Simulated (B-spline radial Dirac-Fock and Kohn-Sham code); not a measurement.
# The Cr-like isoelectronic sequence (24 electrons), Z = 24 to 35

The computed values come from a radial atomic solver: multi-electron Dirac-Fock with separately optimised hole states, Breit and Lamb-shift corrections added in first order. Binding energies in eV, tabulated ground configurations. No correlation.

| ion | configuration | 2s | 2p1/2 | 2p3/2 | 3d | outermost level | NIST ionisation energy |
| --- | --- | --- | --- | --- | --- | --- | --- |
| Cr | [Ar] 3d5 4s1 | 704.2 | 589.8 | 581.4 | 5.24 | 5.24 (3d) | – |
| Mn⁺ | [Ar] 3d5 4s1 | 794.0 | 673.1 | 663.0 | 19.97 | 14.39 (4s) | 15.63999 |
| Fe²⁺ | [Ar] 3d6 | 882.3 | 754.9 | 742.7 | 31.72 | 31.72 (3d) | 30.651 ± 0.012 |
| Co³⁺ | [Ar] 3d6 | 986.7 | 852.6 | 838.1 | 53.10 | 53.10 (3d) | 51.27 ± 0.1 |
| Ni⁴⁺ | [Ar] 3d6 | 1098.9 | 958.1 | 941.0 | 78.10 | 78.10 (3d) | 76.06 ± 0.06 |
| Cu⁵⁺ | [Ar] 3d6 | 1218.9 | 1071.2 | 1051.1 | 106.5 | 106.5 (3d) | 103 ± 1 |
| Zn⁶⁺ | [Ar] 3d6 | 1346.4 | 1191.8 | 1168.4 | 138.3 | 138.3 (3d) | 133.9 ± 1.2 |
| Ga⁷⁺ | [Ar] 3d6 | 1481.5 | 1319.9 | 1292.7 | 173.2 | 173.2 (3d) | 169.9 ± 1.7 |
| Ge⁸⁺ | [Ar] 3d6 | ? | ? | ? | ? | ? | ? |
| As⁹⁺ | [Ar] 3d6 | 1774.2 | 1598.4 | 1562.5 | 252.8 | 252.8 (3d) | 247 ± 2.2 |
| Se¹⁰⁺ | [Ar] 3d6 | 1931.9 | 1748.9 | 1707.8 | 297.3 | 297.3 (3d) | 291 ± 2.4 |
| Br¹¹⁺ | [Ar] 3d6 | 2097.1 | 1906.9 | 1860.1 | 344.9 | 344.9 (3d) | 338 ± 2.5 |

**Question.** Fill in the row of Ge⁸⁺.

**Answer.** 2s 1624.1, 2p1/2 1455.4, 2p3/2 1424.1, 3d 211.4, outermost 211.4 (3d), NIST 212.5 ± 2.1 eV.

NIST's values are for the lowest levels; a dash marks a value that is missing or belongs to another shell. Their kind here: measured, semi-empirical, theoretical. Where a p, d or f shell is open in either ion the computed value averages over both j values and all terms, while the table refers to the lowest levels; that difference holds spin-orbit splitting (largest in heavy or highly charged ions), term energies where several electrons share open shells, and correlation, and it can reach 10 % or more.
